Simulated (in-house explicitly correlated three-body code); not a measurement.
Computed with an exponentially correlated three-body code. Model: two electrons around a point charge, non-relativistic, variational in 260 exponentially correlated functions (energies converged to about 1e-7 hartree, or 1e-8 relative for large Z).

Command:
```bash
python run_hyl.py task.json out
```
Settings (lengths in bohr, energies in hartree):
```
Z                      20
screening              0.2
interaction_strength   1
functions              260
states_tried           13
```

Run time, properties included: 34 s on 1 thread of Intel(R) Xeon(R) 6975P-C (Granite Rapids) (shared host).

**Those bound S and P states to n = 4 that converged, binding against the one-electron ion.**

Given: nuclear charge 20; Yukawa screening of all interactions 0.2 1/bohr.

Computed: one-electron threshold -196.029803 hartree.

| term | energy (hartree) | binding (eV) |
| --- | --- | --- |
| 1 1S | -379.915752 | 5003.8 |
| 2 3S | -238.633199 | 1159.3 |
| 2 3P | -237.885697 | 1139 |
| 2 1S | -237.82348 | 1137.3 |
| 2 1P | ? | ? |
| 3 3S | -212.862923 | 458.05 |
| 3 1S | -212.651351 | 452.3 |
| 3 3P | -212.645092 | 452.13 |
| 3 1P | -212.484473 | 447.75 |
| 4 3S | -204.081282 | 219.09 |
| 4 1S | -203.9975 | 216.81 |
| 4 3P | ? | ? |
| 4 1P | -203.919864 | 214.7 |

Q: What belongs in the row 2 1P?

A: energy (hartree): -237.286382; binding (eV): 1122.6.

Q: What belongs in the row 4 3P?

A: energy (hartree): -203.983991; binding (eV): 216.44.

**Converged states only, values per electron or pair (inverse distances are <exp(-kr)/r>).**

```json
{"term": "1 1S", "mean r (bohr)": "0.076444", "mean r squared (bohr²)": "0.0078106", "mean inverse r (1/bohr)": "19.488", "mean r12 (bohr)": "0.11202", "mean inverse r12 (1/bohr)": "11.987", "mean cosine": "-0.0066538", "mean p1 dot p2 (bohr⁻²)": "2.5482", "delta r1 (bohr⁻³)": "2462.3", "delta r12 (bohr⁻³)": "288.51"}
{"term": "2 3S", "mean r (bohr)": "0.19195", "mean r squared (bohr²)": "0.059372", "mean inverse r (1/bohr)": "12.206", "mean r12 (bohr)": "0.3217", "mean inverse r12 (1/bohr)": "3.466", "mean cosine": "-0.0023021", "mean p1 dot p2 (bohr⁻²)": "0.20139", "delta r1 (bohr⁻³)": "1418.6", "delta r12 (bohr⁻³)": "-"}
{"term": "2 3P", "mean r (bohr)": "0.16782", "mean r squared (bohr²)": "0.044531", "mean inverse r (1/bohr)": "12.187", "mean r12 (bohr)": "0.279", "mean inverse r12 (1/bohr)": "4.1674", "mean cosine": "-0.075444", "mean p1 dot p2 (bohr⁻²)": "-28.316", "delta r1 (bohr⁻³)": "1268", "delta r12 (bohr⁻³)": "-"}
{"term": "2 1S", "mean r (bohr)": "0.19434", "mean r squared (bohr²)": "0.061156", "mean inverse r (1/bohr)": "12.184", "mean r12 (bohr)": "0.32237", "mean inverse r12 (1/bohr)": "4.2101", "mean cosine": "-0.0037971", "mean p1 dot p2 (bohr⁻²)": "0.22804", "delta r1 (bohr⁻³)": "1414.6", "delta r12 (bohr⁻³)": "53.78"}
{"term": "2 1P", "mean r (bohr)": "0.16975", "mean r squared (bohr²)": "0.045735", "mean inverse r (1/bohr)": "12.17", "mean r12 (bohr)": "0.27041", "mean inverse r12 (1/bohr)": "4.6872", "mean cosine": "0.065024", "mean p1 dot p2 (bohr⁻²)": "27.889", "delta r1 (bohr⁻³)": "1274.3", "delta r12 (bohr⁻³)": "16.295"}
{"term": "3 3S", "mean r (bohr)": "0.38907", "mean r squared (bohr²)": "0.28448", "mean inverse r (1/bohr)": "10.865", "mean r12 (bohr)": "0.70853", "mean inverse r12 (1/bohr)": "1.614", "mean cosine": "-0.00078246", "mean p1 dot p2 (bohr⁻²)": "0.059405", "delta r1 (bohr⁻³)": "1315.2", "delta r12 (bohr⁻³)": "-"}
{"term": "3 1S", "mean r (bohr)": "0.39258", "mean r squared (bohr²)": "0.29022", "mean inverse r (1/bohr)": "10.859", "mean r12 (bohr)": "0.71461", "mean inverse r12 (1/bohr)": "1.8088", "mean cosine": "-0.0012043", "mean p1 dot p2 (bohr⁻²)": "0.073132", "delta r1 (bohr⁻³)": "1314.4", "delta r12 (bohr⁻³)": "15.402"}
{"term": "3 3P", "mean r (bohr)": "?", "mean r squared (bohr²)": "?", "mean inverse r (1/bohr)": "?", "mean r12 (bohr)": "?", "mean inverse r12 (1/bohr)": "?", "mean cosine": "?", "mean p1 dot p2 (bohr⁻²)": "?", "delta r1 (bohr⁻³)": "?", "delta r12 (bohr⁻³)": "-"}
{"term": "3 1P", "mean r (bohr)": "0.36888", "mean r squared (bohr²)": "0.25682", "mean inverse r (1/bohr)": "10.855", "mean r12 (bohr)": "0.66676", "mean inverse r12 (1/bohr)": "1.9458", "mean cosine": "0.014985", "mean p1 dot p2 (bohr⁻²)": "6.5535", "delta r1 (bohr⁻³)": "1273.2", "delta r12 (bohr⁻³)": "5.1188"}
{"term": "4 3S", "mean r (bohr)": "0.67098", "mean r squared (bohr²)": "0.90637", "mean inverse r (1/bohr)": "10.398", "mean r12 (bohr)": "1.2699", "mean inverse r12 (1/bohr)": "0.8697", "mean cosine": "-0.00033556", "mean p1 dot p2 (bohr⁻²)": "0.024465", "delta r1 (bohr⁻³)": "1290.3", "delta r12 (bohr⁻³)": "-"}
{"term": "4 1S", "mean r (bohr)": "0.67578", "mean r squared (bohr²)": "0.92025", "mean inverse r (1/bohr)": "10.396", "mean r12 (bohr)": "1.2792", "mean inverse r12 (1/bohr)": "0.94663", "mean cosine": "-0.00050762", "mean p1 dot p2 (bohr⁻²)": "0.031004", "delta r1 (bohr⁻³)": "1290", "delta r12 (bohr⁻³)": "6.281"}
{"term": "4 3P", "mean r (bohr)": "?", "mean r squared (bohr²)": "?", "mean inverse r (1/bohr)": "?", "mean r12 (bohr)": "?", "mean inverse r12 (1/bohr)": "?", "mean cosine": "?", "mean p1 dot p2 (bohr⁻²)": "?", "delta r1 (bohr⁻³)": "?", "delta r12 (bohr⁻³)": "-"}
{"term": "4 1P", "mean r (bohr)": "0.6531", "mean r squared (bohr²)": "0.86317", "mean inverse r (1/bohr)": "10.394", "mean r12 (bohr)": "1.2336", "mean inverse r12 (1/bohr)": "1.0023", "mean cosine": "0.0056983", "mean p1 dot p2 (bohr⁻²)": "2.5103", "delta r1 (bohr⁻³)": "1273.1", "delta r12 (bohr⁻³)": "2.1477"}
```

Q: What belongs in the row 3 3P?

A: mean r (bohr): 0.36613; mean r squared (bohr²): 0.25261; mean inverse r (1/bohr): 10.859; mean r12 (bohr): 0.66384; mean inverse r12 (1/bohr): 1.8038; mean cosine: -0.017422; mean p1 dot p2 (bohr⁻²): -6.4189; delta r1 (bohr⁻³): 1271.8.

Q: What belongs in the row 4 3P?

A: mean r (bohr): 0.64935; mean r squared (bohr²): 0.85269; mean inverse r (1/bohr): 10.396; mean r12 (bohr): 1.2271; mean inverse r12 (1/bohr): 0.94545; mean cosine: -0.0066478; mean p1 dot p2 (bohr⁻²): -2.4327; delta r1 (bohr⁻³): 1272.6.

**Electric-dipole lines between converged S and P states, rate of the upper state's decay.**

```
s state  p state  p minus s (eV)  oscillator strength from s  rate (1/s)
   1 1S     2 1P          3881.1                     0.77679  1.6924e+14
   1 1S     3 1P            4556                     0.15281  4.5878e+13
   1 1S     4 1P          4789.1                    0.055426  1.8387e+13
   2 1S     2 1P          14.615                    0.026899  8.3107e+07
   2 1S     3 1P          689.51                     0.40744  2.8018e+12
   2 1S     4 1P               ?                           ?           ?
   3 1S     2 1P               ?                           ?           ?
   3 1S     3 1P           4.541                    0.050576  1.5085e+07
   3 1S     4 1P           237.6                     0.44268  3.6146e+11
   4 1S     2 1P         -905.84                   -0.010175  3.6228e+11
   4 1S     3 1P         -230.94                    -0.10759    2.49e+11
   4 1S     4 1P          2.1126                    0.079989  5.1635e+06
   2 3S     2 3P          20.341                    0.036462   2.182e+08
   2 3S     3 3P          707.17                     0.39736  2.8742e+12
   2 3S     4 3P          942.85                    0.095407  1.2267e+12
   3 3S     2 3P          -680.9                   -0.047204  9.4964e+11
   3 3S     3 3P          5.9275                    0.064931  3.2997e+07
   3 3S     4 3P          241.61                     0.43197  3.6472e+11
   4 3S     2 3P         -919.87                   -0.010181  3.7379e+11
   4 3S     3 3P         -233.03                    -0.11011  2.5946e+11
   4 3S     4 3P          2.6474                    0.098992  1.0035e+07
```

Q: What belongs in the row 2 1S 4 1P?

A: p minus s (eV): 922.56; oscillator strength from s: 0.096988; rate (1/s): 1.194e+12.

Q: What belongs in the row 3 1S 2 1P?

A: p minus s (eV): -670.35; oscillator strength from s: -0.046664; rate (1/s): 9.0991e+11.

**Static dipole response.**

| state | polarisability (bohr³) |
| --- | --- |
| 1 1S | 6.0552e-05 |
| 2 1S | 0.094134 |
| 2 3S | 0.066086 |
